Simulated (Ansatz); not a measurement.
The cluster GaP2, relaxed as a doublet with UKS PBE0-D4/def2-TZVP in Ansatz, starting from the GFN1-xTB geometry. Force threshold 0.02 eV/Å.

The structure comes from a short search, and lower isomers may exist.

Start:

```xyz
3

Ga    0.2698    1.0581    0.4365
P     0.9040   -1.0394    0.3667
P    -1.1739   -0.0187   -0.8032
```

(1) Estimate the energy that the relaxation releases and the steps that it takes.

(2) Does the start keep its bonding and symmetry?

(3) Predict the relaxed structure.

## Answers

(1) 219.8 kJ/mol, in 9 steps; 23 s on 4 threads of Arm Neoverse V1 on a shared host. No frequencies were taken in this run, so the end may be a saddle point.

(2) By distances, no bond broke or formed. The bond that changes most is P2–P3, from 2.59 to 1.96 Å (atoms count from 1). The end is the same structure that another start reached, the lowest one found. Point group Cs at the start, C2v at the end, both within 0.05 Å.

(3) 
```
atom   x (Å)   y (Å)   z (Å)
 Ga1   0.366   1.454   0.597
  P2   0.603  -1.108   0.146
  P3  -0.970  -0.346  -0.743
```
Bond lengths: 2 × Ga–P 2.61 Å; 1 × P–P 1.96 Å.
